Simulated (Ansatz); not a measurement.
Reaction (ligand exchange at the Si–I bond): `F[Si](Cl)(Cl)I` + NH₃ → `N[Si](F)(Cl)Cl` + HI

Isolated molecules relaxed with PBE0-D4/def2-TZVP in Ansatz; ΔE leaves out vibrations. CCSD(T)/CBS is the MP2 limit (def2-TZVPP, def2-QZVPP) plus CCSD(T) − MP2 in def2-TZVPP, frozen cores. This one scheme is used for every species. DFT in def2-TZVPP. HSE06 is defined as in plane-wave codes. def2 core potentials past Kr. For I outer-core shells are correlated without core-valence functions, which leaves a few kJ/mol of doubt a bond. One conformer a species, not always the lowest.

```
             level  ΔE (kcal/mol)
       LDA (SPW92)           -0.8
         revPBE-D4            2.5
           PBE0-D4            1.4
          HSE06-D4            1.6
           ωB97X-V           -0.8
             BHLYP           -2.8
     HF/def2-TZVPP           -4.2
CCSD(T)/def2-TZVPP           -1.3
```

What does CCSD(T)/CBS give? (An estimate is asked.)

Computed: +1.0 kcal/mol. The listed levels differ from it by -1.8, 1.5, 0.4, 0.6, -1.8, -3.8, -5.2, -2.3 kcal/mol.

Largest T1 diagnostic among the species: 0.010.

The D4 term adds +1.3 kcal/mol with B3LYP and +0.7 kcal/mol with PBE0; it sums over pairs of atoms, weighted by their polarisabilities, and B3LYP, whose exchange is more repulsive, gets the larger term. From PBE to PBE0 (25 % exact exchange), in def2-TZVPP and without D4, ΔE moves by −1.2 kcal/mol.

B3LYP here is the variant with VWN-RPA as its local correlation; programs differ in this.
